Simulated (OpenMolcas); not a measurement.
Levels of Pb2+ by method

| Item | Value |
| --- | --- |
| Program | OpenMolcas 26.06 |
| Basis | ANO-RCC-VQZP [9s8p6d4f3g] |
| Scalar Hamiltonian | DKH2, point nucleus |
| Active space | 2 electrons in 4 orbitals (6s 6p) |
| State averaging | 2S+1 = 3 even, 3 roots; 2S+1 = 1 even, 7 roots; 2S+1 = 3 odd, 3 roots; 2S+1 = 1 odd, 3 roots |
| Spin-orbit coupling | RASSI with atomic mean-field integrals over the reference wave functions, term energies averaged over their components |

Methods on the same reference wave functions:
A. CASSCF
B. SS-CASPT2, IPEA 0.25 Eh, imaginary shift 0.1 Eh (closed shells correlated: 5d)
C. MS-CASPT2, IPEA 0.25 Eh, imaginary shift 0.1 Eh (closed shells correlated: 5d)

Energies in cm⁻¹ above 6s² ¹S₀, the measured ground level; measured values from Moore, Atomic Energy Levels, vol. III, NSRDS-NBS 35 (1971 reprint of NBS Circular 467, 1958).

```csv
Level,A,B,C,Measured
6s² ¹S₀,0.0,0.0,0.0,0.0
6s 6p ³P°₀,55551,62220,62890,60397
6s 6p ³P°₁,59470,65720,66390,64391
6s 6p ³P°₂,70281,76950,77620,
6s 6p ¹P°₁,96807,92660,93320,95340
6p² ³P₀,141813,146730,147400,142551
6p² ³P₁,150624,156710,157370,155432
6p² ¹S₀,186720,183940,185250,188615
```

Deviations, from unrounded energies. A percentage is the sum of absolute deviations over the sum of measured energies, with the sign that they share, or ± where signs differ.

| Against measurement | Levels | A | B | C |
| --- | --- | --- | --- | --- |
| mean absolute deviation (cm-1) | 6 | 3100 | 2700 | 2800 |
| other configurations (%) | 6 | ±2.6 | ±2.3 | ±2.4 |

B, C lie about equally close to measurement and A furthest from it. The largest miss of B in the table is 6p² ¹S₀, by -4700 cm-1. The ranking rests on the paired levels alone, and a cruder setting can come out closer through cancelling errors.

Between B and C the level of the table that moves most is 6p² ¹S₀, by 1300 cm-1 (lowest in B, highest in C). Moves below CASPT2's spread within the term are not significant.

The lowest spin-free term lies below A's lowest term by 0.416 hartree in B, 0.419 hartree in C.

Over all roots computed the reference weight is 0.86 to 0.93 in B, 0.86 to 0.93 in C; the roots of lowest weight are the least certain, and an intruder state may touch them. The ¹D term of p² mixes with s d, which this space lacks. Spin-orbit splittings of 6p shells tend to come out small when the coupling is added on scalar orbitals. Measured partners are found by configuration, term and J. A level has none where our copy of the source lacks it or the pairing is in doubt (some pairs that miss far off the trend of their configuration count as doubtful), and it then counts in no deviation. Only configurations of the active space appear. The table leaves out levels that lie high or whose names do not pair safely across all columns.

° marks odd parity.
